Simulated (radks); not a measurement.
The nuclear charge of neutral promethium is varied continuously with 61 electrons held in [Xe] 4f5 6s2. Method: scalar-relativistic Kohn-Sham, PBE, spin-polarised, spherical densities, point nucleus; open shells are filled with parallel spins first (spin-orbit coupling, left out, can overturn this in heavy ions); computed with a radial shooting solver on a logarithmic mesh with Libxc functionals. By the Hellmann-Feynman theorem dE/dZ = E(electron-nucleus)/Z, the electronic potential at the nucleus. The scalar-relativistic energy here is not variational (the density holds large components alone), so the two differ by a part that grows with Z.

Z     E (hartree)  E(electron-nucleus)/Z (hartree)  HOMO  e(HOMO) (eV)  <r> HOMO (bohr)
60.8   -9940.5992                         -397.568    4f        -0.827            1.090
61    -10020.7146                         -399.466    4f        -3.157            1.042
61.2  -10101.2142                         -401.361    6s        -4.544            4.262
61.4  -10182.0974                         -403.253    6s        -5.759            4.087
61.6  -10263.3640                         -405.143    6s        -7.045            3.933
61.8  -10345.0138                         -407.033    6s        -8.398            3.798
62    -10427.0467                         -408.923    6s        -9.813            3.676

The central difference of E at Z = 61 is -401.537 hartree, to compare with the third column; the second derivative is -9.61 hartree.
